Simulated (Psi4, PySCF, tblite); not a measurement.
Approach curve of the dimer CHN ··· H3O+ (SMILES C#N and [OH3+]) (charge +1). Monomers: optimised at B3LYP-D3(BJ) (def2-TZVP), held rigid. Orientation: lowest of the rigid-body minima from ten starts at GFN2-xTB. R is the distance of the centres of mass, along which the second monomer moves.

PBE-D3(BJ)/def2-TZVP, counterpoise-corrected (Psi4); RHF/3-21G = restricted Hartree-Fock/3-21G, no counterpoise correction (PySCF); GFN2-xTB (tblite); SAPT0/jun-cc-pVDZ, frozen core (Psi4).

Interaction energies in kJ/mol:

| R / Å | PBE-D3(BJ)/def2-TZVP | RHF/3-21G | GFN2-xTB |
|---|---|---|---|
| 2.88 | -119.29 | -130.71 | -109.90 |
| 3.05 | -138.88 | -152.79 | -122.47 |
| 3.23 | -137.15 | -151.98 | -115.07 |
| 3.48 | -120.65 | -134.36 | -95.18 |
| 3.78 | -97.45 | -108.16 | -73.63 |
| 4.04 | -80.11 | -87.95 | -60.22 |
| 4.55 | -55.79 | -58.88 | -43.74 |
| 5.24 | -37.10 | -38.17 | -31.29 |
| 6.22 | -23.86 | -25.14 | -21.32 |
| 7.58 | -15.23 | -16.21 | -13.94 |

Predict the corresponding SAPT0/jun-cc-pVDZ column.

2.88: -120.19; 3.05: -134.81; 3.23: -131.09; 3.48: -114.83; 3.78: -93.85; 4.04: -78.36; 4.55: -56.34; 5.24: -39.05; 6.22: -26.05; 7.58: -16.86 (kJ/mol).
